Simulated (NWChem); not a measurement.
C₂H₆FLa; SMILES [CH3][La]([CH3])[F]

```xyz
10

La     0.0791     0.0000    -0.2740
F      2.0302    -0.0020     0.5870
C     -1.1909    -1.9955     0.5322
H     -1.7056    -2.5040    -0.3096
H     -1.9835    -1.7022     1.2479
H     -0.5740    -2.7631     1.0349
C     -1.1871     1.9976     0.5323
H     -1.9824     1.7049     1.2453
H     -1.6982     2.5092    -0.3097
H     -0.5696     2.7626     1.0382
```
Atoms are numbered in this order, from 1.

Structure relaxed at the PBE0/def2-SVP level. No frequency run checked for a minimum. def2 effective core potentials on La; no spin-orbit coupling.

**Question.** List the 4 lowest vertical singlet excitations from PBE0/def2-SVPD with def2 effective core potentials on La, TDA (NWChem).

**Answer.** 
```csv
state,energy (eV),oscillator strength,leading excitation (squared amplitude)
S1,3.24,0.004,HOMO → LUMO (0.97)
S2,3.32,0.009,HOMO−1 → LUMO (0.98)
S3,4.29,0.010,HOMO → LUMO+1 (0.90)
S4,4.30,0.026,HOMO → LUMO+2 (0.47)
```
